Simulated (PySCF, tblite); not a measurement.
C4H13FN2Si2.
Numbering: `[NH2:1][Si@@H:2]([SiH3:3])[N:4]1[CH2:5][CH2:6][C@@H:7]([F:8])[CH2:9]1` (hydrogens: H10, H11 on N1; H12 on Si2; H13, H14, H15 on Si3; H16, H17 on C5; H18, H19 on C6; H20 on C7; H21, H22 on C9)

Cartesian coordinates in Å at the GFN2-xTB level; atoms count from 1:
```
atom  x, y, z in Å
N1    -1.9905   -1.7334   -0.1795
Si2   -1.5137   -0.1354   -0.6377
Si3   -2.7388    1.3241    0.6683
N4     0.1912   -0.1608   -0.3728
C5     1.1016    0.7962   -0.9473
C6     2.4705    0.1530   -0.7151
C7     2.2994   -0.5573    0.6310
F8     2.9222    0.1578    1.6369
C9     0.7805   -0.5869    0.8724
H10   -2.9726   -1.9515   -0.1597
H11   -1.4788   -2.5142   -0.5609
H12   -1.5701    0.1325   -2.0911
H13   -2.3014    2.7173    0.5055
H14   -4.1705    1.3151    0.3424
H15   -2.6576    1.0583    2.1100
H16    0.8742    0.9502   -2.0009
H17    1.0512    1.7671   -0.4301
H18    2.6817   -0.5772   -1.4946
H19    3.2804    0.8777   -0.6707
H20    2.7624   -1.5487    0.6525
H21    0.5604    0.1087    1.6964
H22    0.4080   -1.5733    1.1443
```

Theory: PBE0/pcSseg-1 in PySCF (dipole) on a GFN2-xTB geometry, gas phase.

Masses are those of the commonest isotopes; rigid-rotor values at the optimised geometry. The values belong to one conformer with, in the numbering `[NH2:1][Si@@H:2]([SiH3:3])[N:4]1[CH2:5][CH2:6][C@@H:7]([F:8])[CH2:9]1`, H–N1–Si2–Si3 51° and -172°, N1–Si2–N4–C5 162°, Si2–N4–C5–C6 -166°, N4–C5–C6–C7 -35°, C5–C6–C7–F8 -104°, C6–C7–C9–N4 10°.

(1) What are A, B and C (MHz)?

(2) Classify the top.

(3) Is it planar, by Δ = Ic − Ia − Ib?

(4) Give the other two planar moments, Paa and Pbb, and the rms extents of the mass along the axes.

(5) Predict some low-J microwave lines.

Answers

(1) Ia = 255.74, Ib = 837.01, Ic = 880.00 u·Å²; 505379 MHz·u·Å²/I gives A = 1976, B = 603.8, C = 574.3 MHz.

(2) A near-prolate asymmetric top: κ = (2 × 603.8 − 1976 − 574.3)/(1976 − 574.3) = -0.96.

(3) Not planar: Δ = Ic − Ia − Ib = -212.75 u·Å². For a rigid frame Δ = −2 Σ m c², so Σ m c² = 106.38 u·Å² lies off the ab plane: 25.78 from hydrogen and 80.60 from heavier atoms. The atom farthest from that plane is 2.35 Å away.

(4) Paa = Σ m a² = (Ib + Ic − Ia)/2 = 730.64 and Pbb = Σ m b² = (Ia + Ic − Ib)/2 = 149.36 u·Å². With the mass M = 164.06 u, the rms extents √(P/M) along a, b and c are 2.11, 0.95, 0.81 Å.

(5) The dipole components are |μa| = 0.61 D, |μb| = 2.46 D, |μc| = 0.39 D. The squared components, which scale the intensities, stand as 0.06 : 1.00 : 0.03 (a : b : c). Some lines, for components of 0.1 D or more:

```csv
type,branch,"J(Ka,Kc)",MHz,lower level (cm⁻¹)
c,Q,"5(1,5) ← 5(0,5)",1179,0.589
b,Q,"2(1,1) ← 2(0,2)",1432,0.118
c,R,"1(1,0) ← 0(0,0)",2580,0.000
a,R,"3(2,2) ← 2(2,1)",3534,0.303
b,R,"2(1,2) ← 1(0,1)",3699,0.039
a,R,"4(2,3) ← 3(2,2)",4712,0.421
a,R,"5(2,4) ← 4(2,3)",5889,0.578
a,R,"5(4,1) ← 4(4,0)",5891,1.133
a,R,"5(3,3) ← 4(3,2)",5892,0.809
b,R,"4(1,4) ← 3(0,3)",5953,0.236
c,R,"4(1,3) ← 3(0,3)",6248,0.236
c,R,"2(2,0) ← 1(1,0)",6503,0.086
b,Q,"5(3,3) ← 5(2,4)",6940,0.774
b,R,"3(2,1) ← 2(1,2)",7742,0.163
c,Q,"5(4,2) ← 5(3,2)",9708,1.006
b,Q,"4(4,1) ← 4(3,2)",9709,0.809
c,R,"5(2,4) ← 4(1,4)",10199,0.434
b,R,"5(2,3) ← 4(1,4)",10215,0.434
b,R,"4(3,2) ← 3(2,1)",11647,0.421
b,R,"5(5,1) ← 4(4,0)",18374,1.133
```

Its lowest GFN2-xTB frequency is 13 cm⁻¹, too small to tell a flat minimum from a shallow saddle. No vibrational averaging or centrifugal distortion is included, and the geometry carries the error of its method. A rigid rotor knows nothing of inversion at nitrogen or internal rotation, which can split or shift real lines. Quadrupole hyperfine structure (14N) is left out.
